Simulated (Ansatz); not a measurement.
CrOF₄. Total charge 0; triplet. Geometry r2SCAN-D4/def2-SVP, that of the neutral singlet; atoms count from 1.

```xyz
6

Cr   -0.021   -0.008    0.033
O    -0.818   -0.302    1.297
F    -0.732   -0.997   -1.177
F     1.264   -1.146    0.048
F     1.151    1.152    0.512
F    -0.845    1.301   -0.713
```

At PBE0-D4/def2-TZVP a singlet of charge 0 lies 1.74 eV below the triplet at the same geometry. That singlet is doubtful there (restricted singlet, unstable towards broken spin symmetry at other levels and untested here).

**Question.** Estimate the Mulliken populations from the PBE0/def2-TZVP orbitals of Ansatz.

**Answer.** 
```
atom  charge (e)  spin (α − β)  d electrons
 Cr1        1.54          1.07         4.04
  O2       -0.34         -0.27            –
  F3       -0.30          0.30            –
  F4       -0.30          0.30            –
  F5       -0.30          0.30            –
  F6       -0.30          0.30            –
```
Mulliken values and Mayer orders depend strongly on the basis.

**Question.** Where does the spin sit?

**Answer.** Summed by element: Cr 1.07, O -0.27, F 1.20, of 2 unpaired in all. Largest on single atoms: Cr1 1.07, F6 0.30, F3 0.30.

**Question.** And the Mayer bond orders between bonded heavy atoms (over 0.3)?

**Answer.** Cr1–O2 2.13 (1.52 Å); Cr1–F3 0.67 (1.72 Å); Cr1–F4 0.67 (1.72 Å); Cr1–F5 0.67 (1.72 Å); Cr1–F6 0.67 (1.72 Å).
